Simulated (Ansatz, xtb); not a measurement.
## Two isomers of C4H4F2N2

Structure a: `FC(F)c1ncc[nH]1`, a singlet. Structure b: `FCc1[nH]cnc1F`, a singlet. Both are isolated molecules in the gas phase, relaxed with PBE0-D3(BJ)/def2-SVP; the shapes shown needn't be the lowest conformers.

a (Å):

```xyz
12

C    -1.7891    0.0101    0.0930
C    -0.9056    0.9101   -0.6934
C    -0.1485    2.5510   -1.8206
C     0.8848    1.6458   -1.7258
F    -1.9271   -1.1879   -0.5269
F    -1.2478   -0.2492    1.3090
N    -1.2530    2.0789   -1.1741
N     0.3821    0.6014   -1.0010
H    -2.7788    0.4749    0.2212
H    -0.1448    3.5168   -2.3234
H     1.9046    1.6571   -2.1018
H     0.8702   -0.2451   -0.7378
```

b (Å):

```
atom    x (Å)    y (Å)    z (Å)
   C  -1.3672   1.2123   0.5179
   C  -1.5642   0.7428  -0.8672
   C  -2.4669   0.4788  -2.8652
   C  -0.8705  -0.1539  -1.6510
   F  -2.4144   0.8427   1.3374
   F   0.2228  -0.7996  -1.2994
   N  -2.5981   1.1380  -1.6915
   N  -1.4126  -0.3079  -2.8681
   H  -1.2872   2.3129   0.5668
   H  -0.4315   0.7794   0.9042
   H  -3.3502   1.7626  -1.4300
   H  -3.1675   0.6022  -3.6905
```

Q: Which of the two would you expect CCSD(T)/def2-SVP + ΔMP2/def2-TZVPP electronic energies to favour?

A: Structure a; the calculation gives E(b) − E(a) = +8.5 kcal/mol.

The same difference at several levels:

```csv
level,geometry,E(b) − E(a) (kcal/mol),departure from the last row (kcal/mol),"job, with rough time for the two"
GFN2-xTB,GFN2-xTB,+0.7,−7.8,"optimisation, 0.1 s"
HF/STO-3G,GFN2-xTB,+2.2,−6.4,"single point, 0.32 s"
r2SCAN-D4/def2-SVP,GFN2-xTB,+9.1,+0.5,"single point, 3.4 s"
PBE0-D3(BJ)/def2-SVP,PBE0-D3(BJ)/def2-SVP,+6.9,−1.6,"optimisation, 57 s"
HF/def2-SVP,PBE0-D3(BJ)/def2-SVP,+8.7,+0.2,part of the CCSD(T) run
MP2/def2-SVP,PBE0-D3(BJ)/def2-SVP,+9.4,+0.8,part of the CCSD(T) run
CCSD(T)/def2-SVP,PBE0-D3(BJ)/def2-SVP,+8.8,+0.3,single point
CCSD(T)/def2-SVP + ΔMP2/def2-TZVPP,PBE0-D3(BJ)/def2-SVP,+8.5,,"single point, 63 s"
```

As drawn, both hold the same kinds of bond in the same numbers.

The levels shown agree on the order. The largest departure from CCSD(T)/def2-SVP + ΔMP2/def2-TZVPP is that of GFN2-xTB, 7.8 kcal/mol. The last row adds to CCSD(T) the change of the MP2 difference between the two basis sets, here −0.3 kcal/mol.

With thermal terms from frequencies at re-optimised GFN2-xTB minima (ideal gas, soft modes damped towards free rotors, one conformer each, 298.15 K, 1 atm): on the last row, ΔE + ΔZPE = +8.6, ΔH = +8.7, ΔG = +8.5 kcal/mol.

The correlated steps freeze 8 core orbitals. Programs: Ansatz 0.2.0, xtb 6.7.1; the last row on 4 threads of Arm Neoverse V1 on a shared host.
